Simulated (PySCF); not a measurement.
[FeH2]+: from structure and modes to constants

Method: UPBE0/[Fe def2-TZVP, H def2-TZVP], no relativity, density fitting, PySCF.

The quartet minimum has C2v symmetry. Masses (u): Fe 55.93494, H 1.00782.

```xyz
3
charge 1 multiplicity 4, angstrom
Fe    0.0001    0.0000   -0.0594
H     0.4004    0.0000    1.6479
H    -0.4034    0.0000    1.6471
```

Harmonic wavenumbers (cm⁻¹): 849.8 (×1), 1288.9 (×1), 3541.0 (×1).

**Question.** Find the principal moments of inertia and the rotational constants. What kind of rotor is it?

**Answer.** About the centre of mass I = 0.32555, 5.6681, 5.9937 u Å². With B = 16.8576/I this gives 51.78, 2.974, 2.813 cm⁻¹. The molecule is an asymmetric top with κ = -0.99.

**Question.** Find the vibrational entropy and heat capacity at 298.15 K.

**Answer.** With u = 1.43878 ω/T, each mode gives S = R[u/(eᵘ−1) − ln(1−e⁻ᵘ)] and C = R u² eᵘ/(eᵘ−1)².
```
ω (cm⁻¹)       u  S (J/(mol K))  C (J/(mol K))
   849.8   4.101           0.71           2.39
  1288.9   6.220           0.12           0.64
  3541.0  17.088           0.00           0.00
```
The sums over all modes are S = 0.8 and C = 3.0 J/(mol K); the softest mode gives 86 % of the entropy.

**Question.** Give the standard entropy (298.15 K, 1 bar) by its translational, rotational, vibrational and spin parts, and Cp.

**Answer.** Sackur–Tetrode with M = 57.95 u gives 159.5; rotation with symmetry number 2 gives 52.8; vibration 0.8; spin R ln 4 = 11.5. The total is 224.6 J/(mol K), and Cp = 4 R + 3.0 = 36.3 J/(mol K).

The spin densities have lower symmetry than the nuclear frame, so modes carry no symmetry labels. Only a few start shapes were tried, so a lower isomer may exist. With open d or f shells other occupations or spin states may lie lower.
